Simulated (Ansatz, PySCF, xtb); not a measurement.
Spectroscopic constants of ZrGe, closed-shell singlet (lowest of 2S+1 = 1, 3, 5, 7 at CCSD(T)/def2-TZVPP on PBE0 minima; our sources give no spin for the ground state, which may be another). No spin–orbit coupling. Ge is treated without relativity.

Seven points along R, fitted to fifth degree in 1/R; most abundant isotopes. In def2 and cc sets the state is the lowest found near the PBE0 minimum, followed along R. The singlet is held restricted. HF and MP2 rows in def2 and cc sets belong to the determinant that coupled cluster picked by its CCSD energy.

Programs: Ansatz (Gaussian orbitals); PySCF for 3-21G rows, LANL2DZ rows; xtb for the GFN methods. Each number belongs to the level named beside it. In def2 rows elements past Kr take small-core potentials, without spin–orbit coupling.

```csv
level,r_e (Å),ω_e (cm⁻¹),B_e (cm⁻¹),ω_e x_e (cm⁻¹),dipole (D)
GFN2-xTB,2.479,375,0.0676,1.2,-
HF/3-21G,2.378,362,0.0735,0.56,4.75
HF/def2-TZVPP,2.369,346,0.0740,0.52,-
HF/def2-QZVPP,2.366,345,0.0742,0.53,-
SVWN5/def2-TZVPP,2.375,323,0.0737,0.65,3.03
PBE/def2-TZVPP,2.407,310,0.0717,0.64,3.15
BP86/LANL2DZ,2.443,306,0.0696,0.68,3.30
r2SCAN/def2-TZVPP,2.383,324,0.0732,0.63,3.60
B97M-V/def2-TZVPP,2.400,316,0.0722,0.65,3.26
B3LYP/LANL2DZ,2.436,311,0.0701,0.65,3.40
B3LYP/def2-TZVPP,2.401,315,0.0721,0.63,3.15
PBE0/def2-TZVPP,2.377,330,0.0735,0.60,3.60
BHLYP/def2-TZVPP,2.373,335,0.0738,0.58,3.56
CAM-B3LYP/def2-TZVPP,2.363,338,0.0744,0.58,3.49
wB97X-V/def2-TZVPP,2.346,351,0.0755,0.54,4.12
wB97M-V/def2-TZVPP,2.354,345,0.0750,0.55,3.52
B2PLYP/def2-TZVPP,2.438,288,0.0699,0.85,-
MP2/def2-TZVPP,2.443,290,0.0696,0.89,-
MP2/def2-QZVPP,2.422,294,0.0709,0.90,-
"MP2/CBS(def2-TZVPP, def2-QZVPP)",2.408,299,0.0717,0.91,-
SCS-MP2/def2-TZVPP,2.445,291,0.0695,0.85,-
SCS-MP2/def2-QZVPP,2.425,295,0.0707,0.87,-
CCSD/def2-TZVPP,2.394,326,0.0725,0.62,-
CCSD/def2-QZVPP,2.376,331,0.0736,0.67,-
CCSD(T)/def2-TZVPP,2.426,303,0.0706,0.77,-
CCSD(T)/def2-QZVPP,2.406,307,0.0718,0.81,-
"CCSD(T)/CBS(def2-TZVPP, def2-QZVPP)",2.394,312,0.0725,0.83,-
```

Correlated levels freeze the inner cores; with def2 sets outer-core shells near the valence are correlated too. CBS(a, b) extrapolates the correlation energy as X⁻³ and adds the Hartree–Fock energy of set b. Rows in 3-21G, LANL2DZ carry no dispersion term and start afresh at each structure; the Pople sets are all-electron and without relativity. LANL2DZ brings its own core potentials from Na on.

Doubts at one or more of the structures used: a restricted determinant that unrestricted orbitals would lower (HF/def2-TZVPP, HF/def2-QZVPP, B2PLYP/def2-TZVPP, MP2/def2-TZVPP, MP2/def2-QZVPP, MP2/CBS(def2-TZVPP, def2-QZVPP), SCS-MP2/def2-TZVPP, SCS-MP2/def2-QZVPP, CCSD/def2-TZVPP, CCSD/def2-QZVPP, CCSD(T)/def2-TZVPP, CCSD(T)/def2-QZVPP, CCSD(T)/CBS(def2-TZVPP, def2-QZVPP)).

Ansatz is an electronic-structure program.
